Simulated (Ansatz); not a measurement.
Ansatz (an electronic-structure program) input:
A basis named .json is the Basis Set Exchange file of that set.

Ansatz 0.2 input:
```yaml
crystal:
  periodic: [false, false, false]
  atoms:
    - {symbol: Ca, position_ang: [-0.00000000, -0.00000000, -1.07099997]}
    - {symbol: Cl, position_ang: [0.00000000, 0.00000000, 1.25999996]}
basis:
  gaussian:
    orbitals: def2-TZVPPD.json
    fitting: {mean_field: def2-universal-jkfit, correlation: def2-TZVPPD-RIFIT.json}
total_charge: 1
magnetization: {spin_polarized: true, initial_magnetization: 2}
correlation: {method: mp2, electrons: outside_noble_gas}
```

Question: Predict the final energy.

Answer: -1136.16134 Eh (RI-MP2/def2-TZVPPD). The basis has 87 functions.

This state (charge 1, triplet) is run at the relaxed geometry of the species with charge 1 and multiplicity 1, and is a spin state other than that species' own.
